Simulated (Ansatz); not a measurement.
A structure relaxed at PBE0-D4/def2-TZVP, charge 0, multiplicity 1:

Cartesian coordinates in Å:
```
Si 1.227 -0.424 -1.254
C -0.223 0.385 -0.364
C -0.283 0.017 1.105
Se -1.730 0.887 2.106
H 1.121 -1.906 -1.171
H 1.245 -0.024 -2.686
H 2.510 -0.012 -0.621
H -0.148 1.470 -0.481
H -1.146 0.085 -0.870
H -0.381 -1.058 1.255
H 0.618 0.336 1.634
H -2.810 0.242 1.348
```

Give its formula and SMILES.

C2H8SeSi, `[SiH3]CC[SeH]`.

Summarise the bond lengths by kind.

1 × C–Si 1.884 Å; 3 × H–Si 1.487 to 1.488 Å; 1 × C–C 1.515 Å; 4 × C–H 1.090 to 1.095 Å; 1 × C–Se 1.962 Å; 1 × H–Se 1.469 Å.

Computed with Ansatz.
